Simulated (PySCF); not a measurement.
Simulated N 1s region for `COC1=CN=NN1`, binding energy against the vacuum level.

Every computed line was given a Gaussian of 1.0 eV full width at half maximum and an area set by the number of equivalent atoms; the highest printed point is 100. The calculation used delta-SCF UKS SCAN, pcX-2 on the ionised atom, pcseg-1 elsewhere, spin-free X2C in PySCF.

binding energy (eV), intensity and a bar:
```
    404.0          0 
    404.1          0 
    404.2          1 
    404.3          2 
    404.4          3 #
    404.5          6 ##
    404.6          9 ###
    404.7         14 ####
    404.8         21 ######
    404.9         30 #########
    405.0         41 ############
    405.1         52 ################
    405.2         64 ###################
    405.3         75 ######################
    405.4         85 #########################
    405.5         92 ############################
    405.6         98 #############################
    405.7        100 ##############################
    405.8        100 ##############################
    405.9         96 #############################
    406.0         91 ###########################
    406.1         83 #########################
    406.2         74 ######################
    406.3         65 ###################
    406.4         56 #################
    406.5         49 ###############
    406.6         45 ##############
    406.7         45 #############
    406.8         47 ##############
    406.9         51 ###############
    407.0         57 #################
    407.1         61 ##################
    407.2         64 ###################
    407.3         64 ###################
    407.4         61 ##################
    407.5         55 ################
    407.6         47 ##############
    407.7         38 ###########
    407.8         29 #########
    407.9         21 ######
    408.0         14 ####
    408.1          9 ###
    408.2          6 ##
    408.3          3 #
    408.4          2 
    408.5          1 
    408.6          0 
    408.7          0
```

**Question.** Count the maxima, the lines and the sites behind this envelope.

**Answer.** The curve has 2 maxima (at 405.7 and 407.2 eV). Under it lie 3 lines from 3 inequivalent nitrogen sites. At this width some lines have no maximum of their own.

**Question.** Decompose the envelope and assign each component. Numbering: `[CH3:1][O:2][c:3]1[cH:4][n:5][n:6][nH:7]1`.

**Answer.** 
```json
{"position (eV)": "405.44", "relative area": "1", "line": "N 1s", "atoms": "N5", "environment": "pyridine-type nitrogen"}
{"position (eV)": "406.03", "relative area": "1", "line": "N 1s", "atoms": "N6", "environment": "pyridine-type nitrogen"}
{"position (eV)": "407.27", "relative area": "1", "line": "N 1s", "atoms": "N7", "environment": "pyrrole-type nitrogen"}
```

**Question.** What are the centre and the root-mean-square width of the whole band?

**Answer.** The area-weighted mean of the lines is 406.25 eV. Their own spread about it is 0.76 eV (rms) and each Gaussian has σ = 1.0/2.355 = 0.42 eV; the variances add, which gives 0.87 eV.

The listed N 1s values span 1.83 eV, from N5 (bonded to N (aromatic in the SMILES) and C (aromatic in the SMILES)) to N7 (bonded to N (aromatic in the SMILES), C (aromatic in the SMILES) and H). Summing the Pauling electronegativity differences to the bonded atoms, each weighted by its formal bond order, gives -0.74 for the lowest site and -1.58 for the highest; the largest sum, 0.00, belongs to N6, 1.24 eV below the top. The smallest sum, -1.58, belongs to N7, 1.83 eV above the lowest.

The curve has no shake-up lines and no vibrational structure. Isolated species at its GFN2-xTB geometry (one conformer only).

Shape of the structure used: `[CH3:1][O:2][c:3]1[cH:4][n:5][n:6][nH:7]1`: C1–O2–C3–C4 0°.
